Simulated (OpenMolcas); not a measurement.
Fe4+ among 6 point charges of -2.2 e arranged as a tetragonal octahedron (D4h). The axial distance is 1.07 times the equatorial one, R.

```
Program             : OpenMolcas 26.06
Method              : CASSCF
Basis               : ANO-RCC-VTZP [6s5p3d2f1g]
Scalar Hamiltonian  : DKH2, point nucleus
Active space        : 4 electrons in 5 orbitals (3d)
State averaging     : 2S+1 = 5 even, 5 roots; 2S+1 = 3 even, 45 roots; 2S+1 = 1 even, 50 roots
Spin-orbit coupling : state interaction with AMFI integrals over the reference wave functions
```

All point charges move together. At R = 1.68 Å the first state of the same spin is 3445 cm-1, and at R = 1.76 Å it is 2997 cm-1.

Problem. A third run gives 4708 cm-1. What distance was it run at?

Solution. With a power law R^-n the two known points give n = -ln(2997 / 3445) / ln(1.76 / 1.68) = 2.99. Then R = 1.68 × (3445 / 4708)^(1/2.99) = 1.513 Å. The run was at 1.51 Å, so the estimate is off by +0.003 Å.

Without dynamic correlation the repulsion within the d shell is too large (B by tens of per cent), so at a given field states of lower spin stand too high. Point charges give a weaker field than real ligands, and real ions of this kind are often low spin; the high spin found here belongs to the model. This is an electrostatic model: the charges have no orbitals. A group larger than the point group allows holds several states that coincide in this model. No measured value stands beside these numbers.
